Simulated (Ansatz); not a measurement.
Total energies of [5.6]paracyclophane, `c1cc2ccc1CCCCCCc1ccc(cc1)CCCCC2` from Ansatz at BHLYP-D4/def2-TZVP, gas phase (1 Eh = 27.2114 eV = 2625.5 kJ/mol). The reference geometry is relaxed at PBE-D4/def2-SVP.

| state | geometry | energy (Eh) |
| --- | --- | --- |
| charge 0 singlet | reference | -894.34224 |
| charge 1 doublet | reference | -894.04953 |
| charge -1 doublet | reference | -894.29368 |
| free C atom (triplet) | – | -37.84774 |
| free H atom (doublet) | – | -0.49854 |

Single mean-field runs in def2-TZVP are fitted with def2-universal-jkfit.

(1) Work out the vertical ionisation energy to the doublet.

(2) Work out the vertical electron affinity, to the doublet.

(3) Give the fundamental gap IE − EA, the Mulliken electronegativity (IE + EA)/2 and the hardness (IE − EA)/2.

(4) What is the binding energy per atom against free atoms?

(1) E(charge 1 doublet) − E(charge 0 singlet) = -894.04953 − (-894.34224) = 0.29271 Eh = 7.97 eV. For comparison, −ε of the highest occupied level is 7.29 eV at this level, 0.68 eV less.

(2) E(charge 0 singlet) − E(charge -1 doublet) = -894.34224 − (-894.29368) = -0.04856 Eh = -1.32 eV; negative, so the extra electron isn't bound. The basis lacks diffuse functions, which makes affinities too small.

(3) From the values in Eh: IE − EA = 0.29271 − (-0.04856) = 0.34127 Eh = 9.29 eV; (IE + EA)/2 = 3.32 eV; (IE − EA)/2 = 4.64 eV. The HOMO–LUMO gap of the same run is 8.06 eV, 1.23 eV smaller than the fundamental gap.

(4) Atoms: 23 × (-37.84774) + 30 × (-0.49854) = -885.45422 Eh. Binding: -885.45422 − (-894.34224) = 8.88802 Eh = 241.86 eV, or 4.56 eV for each of 53 atoms (no zero-point energy, no counterpoise term).

At BHLYP-D4/def2-TZVP the highest occupied level of the charge -1 doublet lies above zero (up to 2.01 eV). By energy differences it is unbound by 1.32 eV (vertical, against the charge 0 singlet, at BHLYP-D4/def2-TZVP) and held by the finite basis.
